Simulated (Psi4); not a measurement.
ethylmethylamine (C₃H₉N), singlet, at a GFN2-xTB geometry; Psi4 1.11 with B3LYP/cc-pVDZ.

Input for Psi4:
```
memory 2 GB

molecule mol {
0 1
C    -1.874005   -0.074415    0.259266
C    -0.479674   -0.523144   -0.153579
N     0.484968    0.532568    0.091661
C     1.838812    0.155772   -0.251606
H    -2.129173    0.850176   -0.251081
H    -2.606847   -0.834892    0.002449
H    -1.917267    0.100445    1.332520
H    -0.218663   -1.459618    0.374707
H    -0.462663   -0.735245   -1.227576
H     0.443269    0.803098    1.070759
H     2.508141    0.981452   -0.016887
H     1.885845   -0.036069   -1.324249
H     2.191792   -0.746607    0.273242
}

set {
  basis cc-pvdz
  reference rks
  scf_type pk
  puream true
  d_convergence 1e-8
  dft_radial_points 99
  dft_spherical_points 590
}

energy('b3lyp')
print_variables()
```

Question: Write the output that Psi4 gives for this input, abridged.

Answer: 
```
   => Loading Basis Set <=

    Name: CC-PVDZ
    Role: ORBITAL
    Keyword: BASIS

         ---------------------------------------------------------
                                   SCF
               by Justin Turney, Rob Parrish, Andy Simmonett
                          and Daniel G. A. Smith
                              RKS Reference
         ---------------------------------------------------------

  ==> Geometry <==

    Molecular point group: c1
    Full point group: C1

    Geometry (in Angstrom), charge = 0, multiplicity = 1:

       Center              X                  Y                   Z               Mass
    ------------   -----------------  -----------------  -----------------  -----------------
         C           -1.879162671945    -0.092535740010     0.263189554328    12.000000000000
         C           -0.484831671945    -0.541264740010    -0.149655445672    12.000000000000
         N            0.479810328055     0.514447259990     0.095584554328    14.003074004430
         C            1.833654328055     0.137651259990    -0.247682445672    12.000000000000
         H           -2.134330671945     0.832055259990    -0.247157445672     1.007825032230
         H           -2.612004671945    -0.853012740010     0.006372554328     1.007825032230
         H           -1.922424671945     0.082324259990     1.336443554328     1.007825032230
         H           -0.223820671945    -1.477738740010     0.378630554328     1.007825032230
         H           -0.467820671945    -0.753365740010    -1.223652445672     1.007825032230
         H            0.438111328055     0.784977259990     1.074682554328     1.007825032230
         H            2.502983328055     0.963331259990    -0.012963445672     1.007825032230
         H            1.880687328055    -0.054189740010    -1.320325445672     1.007825032230
         H            2.186634328055    -0.764727740010     0.277165554328     1.007825032230

  Running in c1 symmetry.

  Rotational constants: A =      0.87580  B =      0.13217  C =      0.12375 [cm^-1]
  Rotational constants: A =  26255.67939  B =   3962.25088  C =   3709.97373 [MHz]
  Nuclear repulsion =  133.656485397349201

  Charge       = 0
  Multiplicity = 1
  Electrons    = 34
  Nalpha       = 17
  Nbeta        = 17

  ==> Algorithm <==

  SCF Algorithm Type is PK.
  DIIS enabled.
  MOM disabled.
  Fractional occupation disabled.
  Guess Type is SAD.
  Energy threshold   = 1.00e-06
  Density threshold  = 1.00e-08
[...]
   @RKS iter   6:  -174.48280146381083   -1.79424e-05   2.45993e-05 DIIS
   @RKS iter   7:  -174.48280424943096   -2.78562e-06   5.57313e-06 DIIS
   @RKS iter   8:  -174.48280441164218   -1.62211e-07   6.53056e-07 DIIS
   @RKS iter   9:  -174.48280441399413   -2.35195e-09   1.84205e-07 DIIS
   @RKS iter  10:  -174.48280441414386   -1.49726e-10   7.66022e-08 DIIS
   @RKS iter  11:  -174.48280441417378   -2.99281e-11   5.38303e-09 DIIS
  Energy and wave function converged.

  ==> Post-Iterations <==

   Electrons on quadrature grid:
      Ntotal   =   34.0000037691 ; deviation = 3.769e-06

    Orbital Energies [Eh]
    ---------------------

    Doubly Occupied:

[...]
    Virtual:

[...]
    Final Occupation by Irrep:
              A
    DOCC [    17 ]
    NA   [    17 ]
    NB   [    17 ]

  @RKS Final Energy:  -174.48280441417378

   => Energetics <=

    Nuclear Repulsion Energy =            133.6564853973492006
    One-Electron Energy =                -498.4146701839118805
    Two-Electron Energy =                 211.8085297316838762
    DFT Exchange-Correlation Energy =     -21.5331493592950025
    Empirical Dispersion Energy =           0.0000000000000000
    VV10 Nonlocal Energy =                  0.0000000000000000
    Total Energy =                       -174.4828044141737848

Computation Completed

Properties will be evaluated at   0.000000,   0.000000,   0.000000 [a0]

Properties computed using the SCF density matrix

 Multipole Moments:

 ------------------------------------------------------------------------------------
     Multipole            Electronic (a.u.)      Nuclear  (a.u.)        Total (a.u.)
 ------------------------------------------------------------------------------------

 L = 1.  Multiply by 2.5417464519 to convert [e a0] to [Debye]
 Dipole X            :          0.4021738           -0.3313689            0.0708049
 Dipole Y            :          0.9844795           -1.1642814           -0.1798019
 Dipole Z            :         -0.0130765            0.2520854            0.2390089
 Magnitude           :                                                    0.3073553

 ------------------------------------------------------------------------------------

  Variable Map:
  ----------------------------------------------------------------------------
[...]
  Array Variable Map:
  ----------------------------------------------------------------------------
[...]
[...]
```
